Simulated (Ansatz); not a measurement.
`[SiH3][SiH2][CH2][InH2]`, relaxed with RKS PBE0-D4/def2-TZVP in Ansatz 0.2.0 from a GFN2-xTB geometry. The force threshold is 0.005 eV/Å; the program also tests the step.

Total charge 0; spin multiplicity 1. In takes the def2 core potential.

Start:

```xyz
13

Si    0.663   -1.417    1.269
Si   -1.177   -0.745    0.020
C    -0.580    0.420   -1.355
In    0.717    2.013   -0.512
H     0.842   -0.612    2.483
H     1.912   -1.318    0.491
H     0.549   -2.812    1.708
H    -1.933   -1.849   -0.606
H    -2.171    0.007    0.817
H     0.013   -0.117   -2.098
H    -1.402    0.913   -1.878
H     0.841    3.615   -1.236
H     1.725    1.904    0.896
```

| step | energy (eV) | largest force (eV/Å) | largest move (Å) |
| --- | --- | --- | --- |
| 1 | -22104.8136 | 1.167 | 0.000 |
| 2 | -22104.9334 | 0.317 | 0.194 |
| 3 | -22104.9585 | 0.127 | 0.046 |
| 4 | -22104.9667 | 0.128 | 0.192 |
| 5 | -22104.9715 | 0.121 | 0.057 |
| 6 | -22104.9769 | 0.050 | 0.114 |
| 7 | -22104.9805 | 0.130 | 0.194 |
| 8 | -22104.9833 | 0.085 | 0.033 |
| 9 | -22104.9898 | 0.033 | 0.161 |
| 10 (rejected) | -22104.9892 | 0.213 | 0.197 |
| 11 | -22104.9927 | 0.041 | 0.093 |
| 13 | -22104.9972 | 0.152 | 0.150 |
| 15 | -22105.0039 | 0.109 | 0.167 |
| 17 | -22105.0071 | 0.062 | 0.095 |
| 19 | -22105.0098 | 0.129 | 0.146 |
| 21 | -22105.0125 | 0.035 | 0.035 |
| 23 | -22105.0150 | 0.135 | 0.196 |
| 25 | -22105.0176 | 0.144 | 0.064 |
| 27 | -22105.0228 | 0.144 | 0.195 |
| 29 | -22105.0350 | 0.234 | 0.196 |
| 31 | -22105.0473 | 0.257 | 0.119 |
| 33 | -22105.0532 | 0.043 | 0.018 |
| 35 | -22105.0535 | 0.016 | 0.014 |
| 37 | -22105.0536 | 0.009 | 0.005 |
| 38 | -22105.0536 | 0.003 | 0.003 |

End:

```xyz
13

Si    0.451   -1.267    1.300
Si   -1.163   -0.793   -0.330
C    -0.341    0.445   -1.446
In    0.770    1.849   -0.199
H     1.073    0.084    1.584
H     1.568   -2.115    0.805
H    -0.024   -1.792    2.607
H    -1.659   -2.039   -0.985
H    -2.313   -0.164    0.380
H     0.364   -0.039   -2.126
H    -1.083    0.985   -2.040
H    -0.119    2.872    0.867
H     2.476    1.975   -0.417
```

Run time 2.9 min (4 threads of an Arm Neoverse V1 on a shared host); peak host memory 0.67 GiB.
